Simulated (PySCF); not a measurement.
**Cost of excited-state runs on `InChI=1S/C7H11NSi2/c1-2-5-8(4-1)7-3-6-9-10-7/h1-7H,9-10H2/t7-/m1/s1`**

Geometry:
```csv
atom,x (Å),y (Å),z (Å)
C1,-2.199,0.265,1.363
C2,-1.019,-0.342,1.296
C3,-0.362,-0.754,0.008
N4,1.028,-0.382,0.022
C5,2.074,-1.157,-0.358
C6,3.224,-0.420,-0.264
C7,2.855,0.860,0.189
C8,1.495,0.850,0.348
Si9,-1.313,-0.014,-1.518
Si10,-3.095,0.705,-0.239
H11,-2.609,0.510,2.333
H12,-0.450,-0.574,2.191
H13,-0.394,-1.851,-0.043
H14,1.925,-2.175,-0.665
H15,4.216,-0.758,-0.490
H16,3.512,1.687,0.377
H17,0.826,1.622,0.677
H18,-0.422,0.968,-2.141
H19,-1.502,-1.097,-2.491
H20,-4.348,-0.053,-0.352
H21,-3.452,2.129,-0.243
```

PySCF with density fitting, on 1 thread of an Intel Xeon, shared host. Command: `OMP_NUM_THREADS=1 python excited_run.py task.json out`

Task: How long does each of these runs take, and how much memory?
- vibronic structure, PBE/def2-SV(P); full response; writes grids
- vibronic structure, PBE/def2-SV(P); full response; 3 bright states

Result: 
| run | level | basis functions | wall time | peak memory (GiB) |
| --- | --- | --- | --- | --- |
| vibronic structure | PBE/def2-SV(P) | 170 | 2.5 min | 0.89 |
| vibronic structure | PBE/def2-SV(P) | 170 | 2.3 min | 1.1 |

Times from a shared host are rough.
